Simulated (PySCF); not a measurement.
**Whose spectrum? (BN-doped PAH)**

All values: TDA wB97X-D/6-31G*, gas phase, PySCF SCF with an in-house response code, fitting set def2-universal-JFIT up to Ne and JKFIT beyond, grid level 1 (kernel 0), vertical, one conformer each, geometries GFN2-xTB; core orbitals frozen in the response, virtual orbitals above 1.5 Eh left out. The lowest 6 singlets were sought, and the brightest is taken among them. The runs took 0.4 to 0.6 CPU minutes each on shared server CPUs.

One system has its HOMO at -6.50 eV, its LUMO at -0.32 eV and these singlet states:

| state | eV | f |
| --- | --- | --- |
| S1 | 2.62 | 0.049 |
| S2 | 3.75 | 0.232 |
| S3 | 4.30 | 0.123 |
| S4 | 4.58 | 0.012 |
| S5 | 4.88 | 0.361 |
| S6 | 5.15 | 0.032 |

**Question.** Which is it?
A. B1OC=CC=C2C=CC=c3ccccc3=C12 (C14H11BO)
B. B1C=CC2=CC=CC3=CC=CC=CC3=C2N1 (C14H12BN)
C. C1=CNB2C=CC=c3ccccc3=C2C=C1 (C14H12BN)
D. B1C=C2C=CC=c3ccccc3=C2C=CN1 (C14H12BN)
E. B1C=C2C=CC=C3C=CC=CC=C3C2=CN1 (C14H12BN)

**Answer.** A.

**Question.** How do the candidates compare?

**Answer.** 
| system | HOMO / eV | LUMO / eV | S1 / eV | f(S1) | brightest state sought / eV |
| --- | --- | --- | --- | --- | --- |
| B1C=C2C=CC=C3C=CC=CC=C3C2=CN1 | -6.96 | 0.38 | 3.44 | 0.018 | 4.65 |
| B1C=C2C=CC=c3ccccc3=C2C=CN1 | -6.40 | -0.18 | 2.73 | 0.082 | 4.39 |
| B1C=CC2=CC=CC3=CC=CC=CC3=C2N1 | -6.58 | -0.23 | 2.48 | 0.010 | 5.05 |
| B1OC=CC=C2C=CC=c3ccccc3=C12 | -6.50 | -0.32 | 2.62 | 0.049 | 4.88 |
| C1=CNB2C=CC=c3ccccc3=C2C=C1 | -6.14 | -0.48 | 2.27 | 0.103 | 4.97 |
